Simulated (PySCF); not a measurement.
p-toluidine, C7H9N.
Atom-mapped SMILES: `[CH3:1][c:2]1[cH:3][cH:4][c:5]([NH2:6])[cH:7][cH:8]1` (hydrogens: H9, H10, H11 on C1; H12 on C3; H13 on C4; H14, H15 on N6; H16 on C7; H17 on C8)

The same species was optimised twice, with GFN2-xTB and with PBE0-D3(BJ)/def2-SVP (PySCF), and the same property calculations (PySCF, gas phase) were run on both structures.

```
  coordinate  GFN2-xTB  PBE0-D3(BJ)/def2-SVP  change
   C4–C5 (Å)     1.394                 1.404  +0.010
   C2–C8 (Å)     1.389                 1.399  +0.010
   C2–C3 (Å)     1.389                 1.399  +0.010
   C7–C8 (Å)     1.381                 1.391  +0.010
   C5–C7 (Å)     1.394                 1.404  +0.010
   C3–C4 (Å)     1.380                 1.390  +0.010
   C1–C2 (Å)     1.500                 1.502  +0.002
   C5–N6 (Å)     1.384                 1.383  -0.001
C3–C2–C8 (°)     118.1                 117.0    -1.1
C4–C5–C7 (°)     118.4                 117.7    -0.7
C2–C8–C7 (°)     121.2                 121.9    +0.7
C2–C3–C4 (°)     121.2                 121.9    +0.7
C1–C2–C3 (°)     120.9                 121.5    +0.6
C1–C2–C8 (°)     121.0                 121.5    +0.5
N6–C5–C7 (°)     120.7                 121.2    +0.5
C4–C5–N6 (°)     120.8                 121.1    +0.3
```

Rotational constants: A = 5519, B = 1478, C = 1175 MHz (GFN2-xTB) against A = 5478, B = 1453, C = 1158 MHz (PBE0-D3(BJ)/def2-SVP). Point groups within 0.08 Å: Cs and Cs.

On the GFN2-xTB structure: lowest singlet, TDDFT (eV) 4.77 [CAM-B3LYP/def2-SVPD]; isotropic polarisability (au) 90.5 [CAM-B3LYP/def2-SVPD]; HOMO (eV) -6.90 [CAM-B3LYP/def2-SVPD]; LUMO (eV) 0.99 [CAM-B3LYP/def2-SVPD]; dipole (D) 1.34 [CAM-B3LYP/def2-SVPD].

Problem. What do these properties become on the PBE0-D3(BJ)/def2-SVP structure?

Solution. 
| property | level | on GFN2-xTB | on PBE0-D3(BJ)/def2-SVP | change |
| --- | --- | --- | --- | --- |
| lowest singlet, TDDFT (eV) | CAM-B3LYP/def2-SVPD | 4.77 | 4.74 | -0.03 |
| isotropic polarisability (au) | CAM-B3LYP/def2-SVPD | 90.5 | 92.2 | +1.7 |
| HOMO (eV) | CAM-B3LYP/def2-SVPD | -6.90 | -6.91 | -0.01 |
| LUMO (eV) | CAM-B3LYP/def2-SVPD | 0.99 | 0.95 | -0.04 |
| dipole (D) | CAM-B3LYP/def2-SVPD | 1.34 | 1.38 | +0.04 |
| energy, GFN2-xTB geometry as zero (kcal/mol) | CAM-B3LYP/def2-SVPD | 0.0 | -0.7 | -0.7 |

The heavy atoms differ by 0.018 Å rms after alignment. Among bonds between heavy atoms C2–C3, C2–C8, C3–C4, C4–C5, C5–C7 and C7–C8 change most and about equally (+0.010 Å). Changes are differences of the printed values. Neither structure is proved a minimum here.

Conformer computed: `[CH3:1][c:2]1[cH:3][cH:4][c:5]([NH2:6])[cH:7][cH:8]1`: H–N6–C5–C4 23°, H–N6–C5–C4 159°.
